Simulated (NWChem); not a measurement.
System: GeHCl3; SMILES [Cl][GeH]([Cl])[Cl]

The following NWChem deck was run.

```
start job
memory heap 200 mb stack 900 mb global 1100 mb
geometry units angstroms noautoz
  Ge     0.000000     0.000000     0.435165
  Cl    -0.489539     1.941094    -0.312842
  Cl     1.925806    -0.546594    -0.312842
  Cl    -1.436267    -1.394500    -0.312842
  H      0.000000     0.000000     1.961595
end
basis spherical
  * library 6-31g*
end
dft
  xc r2scan
  iterations 150
  grid xfine
end
task dft gradient
```

Output (shortened):

```
             Northwest Computational Chemistry Package (NWChem) 7.3.0
             --------------------------------------------------------

 C3  symmetry detected

                             Geometry "geometry" -> ""
                             -------------------------

 Output coordinates in angstroms (scale by  1.889725989 to convert to a.u.)

  No.       Tag          Charge          X              Y              Z
 ---- ---------------- ---------- -------------- -------------- --------------
    1 Ge                  32.0000     0.00000000    -0.00000000     0.43597532
    2 Cl                  17.0000     0.52104186     1.93287587    -0.31203168
    3 Cl                  17.0000     1.41339867    -1.41767343    -0.31203168
    4 Cl                  17.0000    -1.93444054    -0.51520244    -0.31203168
    5 H                    1.0000     0.00000000    -0.00000000     1.96240532

 Effective nuclear repulsion energy (a.u.)     556.4354782254

      Symmetry information
      --------------------

 Group name             C3
 Group number              5
 Group order               3
 No. of unique centers     3

                                 NWChem DFT Module
                                 -----------------

 Summary of "ao basis" -> "ao basis" (spherical)
 ------------------------------------------------------------------------------
       Tag                 Description            Shells   Functions and Types
 ---------------- ------------------------------  ------  ---------------------
 Ge                          6-31g*                 12       32   5s4p3d
 Cl                          6-31g*                  8       18   4s3p1d
 H                           6-31g*                  2        2   2s

      Symmetry analysis of basis
      --------------------------

        a          32
        e+         28
        e-         28

  Rotation of axis

            General Information
            -------------------
          SCF calculation type: DFT
          Wavefunction type:  closed shell.
          No. of atoms     :     5
          No. of electrons :    84
           Alpha electrons :    42
            Beta electrons :    42
          Charge           :     0
          Spin multiplicity:     1
          Use of symmetry is: on ; symmetry adaption is: on
          Maximum number of iterations: 150
          AO basis - number of functions:    88
                     number of shells:    38
          Convergence on energy requested:  1.00D-06
          Convergence on density requested:  1.00D-05
          Convergence on gradient requested:  5.00D-04

              XC Information
              --------------
                      r^2SCAN Method XC Functional
               r^2SCAN metaGGA Exchange Functional  1.000
                     r^2SCAN Correlation Potential  1.000

             Grid Information
             ----------------
          Grid used for XC integration:  xfine
          Radial quadrature: Mura-Knowles
          Angular quadrature: Lebedev.
          Tag              B.-S. Rad. Rad. Pts. Rad. Cut. Ang. Pts.
          ---              ---------- --------- --------- ---------
          Ge                  1.25      160           8.0      1454
          Cl                  1.00      125          10.0      1454
          H                   0.35      100          10.0      1202
          Grid pruning is: on
          Number of quadrature shells:   385
          Spatial weights used:  Erf1

      Superposition of Atomic Density Guess
      -------------------------------------

 Sum of atomic energies:       -3453.87141716

      Non-variational initial energy
      ------------------------------

 Total energy =   -3454.663870
 1-e energy   =   -5910.699978
 2-e energy   =    1899.600629
 HOMO         =      -0.397360
 LUMO         =       0.009301

      Symmetry analysis of molecular orbitals - initial
      -------------------------------------------------

  Numbering of irreducible representations:

     1 a           2 e+          3 e-

  Orbital symmetries:

     1 a           2 a           3 e+          4 e+          5 a
     6 a           7 e+          8 e+          9 a          10 e+
    11 e+         12 a          13 e+         14 e+         15 a
    16 e+         17 e+         18 a          19 e+         20 e+
    21 a          22 a          23 e+         24 e+         25 e+
    26 e+         27 a          28 e+         29 e+         30 a
    31 e+         32 e+         33 a          34 e+         35 e+
    36 a          37 e+         38 e+         39 e+         40 e+
    41 a          42 a          43 a          44 e+         45 e+
    46 a          47 a          48 a          49 e+         50 e+
    51 e+         52 e+

   convergence    iter        energy       DeltaE   RMS-Dens  Diis-err
 ---------------- ----- ----------------- --------- --------- ---------
 d= 0,ls=0.0,diis     1  -3457.7931756636 -4.01D+03  2.29D-02  6.04D-01
 d= 0,ls=0.0,diis     2  -3457.6883992259  1.05D-01  1.41D-02  1.28D+00
 d= 0,ls=0.0,diis     3  -3457.8809590172 -1.93D-01  1.04D-03  4.03D-02
 d= 0,ls=0.0,diis     4  -3457.8832119202 -2.25D-03  4.83D-04  5.84D-03
 d= 0,ls=0.0,diis     5  -3457.8836494205 -4.38D-04  8.51D-05  4.53D-05
  Resetting Diis
 d= 0,ls=0.0,diis     6  -3457.8836530346 -3.61D-06  2.43D-05  2.96D-06
 d= 0,ls=0.0,diis     7  -3457.8836534272 -3.93D-07  1.25D-05  2.11D-07
 d= 0,ls=0.0,diis     8  -3457.8836534118  1.53D-08  7.27D-06  3.16D-07

         Total DFT energy =    -3457.883653411846
      One electron energy =    -5909.325554721132
           Coulomb energy =     2059.154018379384
    Exchange-Corr. energy =     -164.147595295481
 Nuclear repulsion energy =      556.435478225383

 Numeric. integr. density =       84.000000045550

                  Occupations of the irreducible representations
                  ----------------------------------------------

                     irrep           alpha         beta
                     --------     --------     --------
                     a                16.0         16.0
                     e+               26.0         26.0
                     e-                0.0          0.0

                       DFT Final Molecular Orbital Analysis
                       ------------------------------------

 Vector   40  Occ=2.000000D+00  E=-3.156107D-01  Symmetry=e+
              MO Center= -6.7D-01,  4.5D-02, -2.6D-01, r^2= 4.7D+00
   Bfn.  Coefficient  Atom+Function         Bfn.  Coefficient  Atom+Function
  ----- ------------  ---------------      ----- ------------  ---------------
    77      0.440858  4 Cl pz                75     -0.307428  4 Cl px
    41     -0.283587  2 Cl pz                57     -0.240095  3 Cl px
    81      0.238116  4 Cl pz                39     -0.232137  2 Cl px
    73     -0.172264  4 Cl pz                59     -0.157271  3 Cl pz
    79     -0.157588  4 Cl px                40     -0.156254  2 Cl py

 Vector   41  Occ=2.000000D+00  E=-3.156107D-01  Symmetry=e+
              MO Center=  6.7D-01, -4.5D-02, -2.6D-01, r^2= 4.7D+00
   Bfn.  Coefficient  Atom+Function         Bfn.  Coefficient  Atom+Function
  ----- ------------  ---------------      ----- ------------  ---------------
    59      0.418259  3 Cl pz                41     -0.345330  2 Cl pz
    40     -0.287637  2 Cl py                58     -0.279679  3 Cl py
    63      0.225910  3 Cl pz                76     -0.212346  4 Cl py
    45     -0.186520  2 Cl pz                55     -0.163434  3 Cl pz
    57      0.160849  3 Cl px                44     -0.146585  2 Cl py

 Vector   42  Occ=2.000000D+00  E=-3.059909D-01  Symmetry=a
              MO Center= -9.7D-14, -1.3D-13, -3.1D-01, r^2= 5.2D+00
   Bfn.  Coefficient  Atom+Function         Bfn.  Coefficient  Atom+Function
  ----- ------------  ---------------      ----- ------------  ---------------
    39      0.422228  2 Cl px                76      0.422570  4 Cl py
    57     -0.309684  3 Cl px                58     -0.308751  3 Cl py
    43      0.228048  2 Cl px                80      0.228232  4 Cl py
    61     -0.167262  3 Cl px                62     -0.166758  3 Cl py
    35     -0.164492  2 Cl px                72     -0.164625  4 Cl py

 Vector   43  Occ=0.000000D+00  E=-8.583656D-02  Symmetry=a
              MO Center=  1.7D-15, -3.2D-15,  9.4D-02, r^2= 4.3D+00
   Bfn.  Coefficient  Atom+Function         Bfn.  Coefficient  Atom+Function
  ----- ------------  ---------------      ----- ------------  ---------------
    10      1.086912  1 Ge s                 14     -0.412967  1 Ge s
    88      0.341169  5 H  s                 40     -0.323727  2 Cl py
    75      0.323989  4 Cl px                44     -0.318003  2 Cl py
    79      0.318261  4 Cl px                13      0.289387  1 Ge pz
     6     -0.282146  1 Ge s                 57     -0.236723  3 Cl px

[...]

                         DFT ENERGY GRADIENTS

    atom               coordinates                        gradient
                 x          y          z           x          y          z
   1 Ge      0.000000  -0.000000   0.823874    0.000000   0.000000   0.000181
   2 Cl      0.984626   3.652606  -0.589654   -0.000415  -0.001538   0.000290
   3 Cl      2.670936  -2.679014  -0.589654   -0.001124   0.001128   0.000290
   4 Cl     -3.655563  -0.973591  -0.589654    0.001539   0.000410   0.000290
   5 H       0.000000  -0.000000   3.708408   -0.000000   0.000000  -0.001050
```

Level: r2SCAN/6-31G* (spherical d). Geometry: optimised at PBE0/def2-SVP.
